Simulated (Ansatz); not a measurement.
`F[CH2][GaH][SiH3]`, 10 atoms. The species carries charge 0 and has multiplicity 1. Correlated methods include outer-core shells of Ga, which these sets cover unevenly. Scalar relativity is left out up to krypton. All runs use 4 threads of an Arm Neoverse V1 on a shared host. Correlated methods freeze the cores.

Question: Give the basis size and wall time and peak host memory of each of these runs in Ansatz. RKS PBE-QIDH (frozen core)/def2-TZVPP energy; RHF-MP2/def2-QZVPP energy; RKS ωB97M-V/def2-SVP energy; RKS PBE0-D4/def2-TZVP relaxation (18 steps); RHF-CCSD(T)/def2-SVP energy; RKS ωB97M-V/def2-QZVPP energy; direct RPA on PBE orbitals/def2-TZVPP energy; RKS B2PLYP (frozen core)/def2-TZVPP energy; RKS r2SCANh-D4/def2-TZVPP energy; RKS PBE0-D4/def2-SVP energy; RKS r2SCAN0-D4/def2-TZVPP energy; RHF-CCSD(T)/def2-TZVPP energy. (Estimate.)

Answer: Ansatz gave: Other jobs shared the machine, so times are rough.

```csv
level,job,functions,wall time,peak host memory (GiB)
RKS PBE0-D4/def2-SVP,energy,108,1.2 s,0.46
direct RPA on PBE orbitals/def2-TZVPP,energy,236,4.3 s,0.49
RKS B2PLYP (frozen core)/def2-TZVPP,energy,236,4.6 s,0.59
RKS r2SCANh-D4/def2-TZVPP,energy,236,4.6 s,0.63
RKS r2SCAN0-D4/def2-TZVPP,energy,236,4.7 s,0.64
RKS PBE-QIDH (frozen core)/def2-TZVPP,energy,236,5 s,0.59
RKS ωB97M-V/def2-SVP,energy,108,5 s,0.46
RHF-CCSD(T)/def2-SVP,energy,108,5.5 s,0.48
RKS ωB97M-V/def2-QZVPP,energy,453,18 s,2
RHF-MP2/def2-QZVPP,energy,453,19 s,2.5
RKS PBE0-D4/def2-TZVP,relaxation (18 steps),183,54 s,0.49
RHF-CCSD(T)/def2-TZVPP,energy,236,2 min,4.2
```
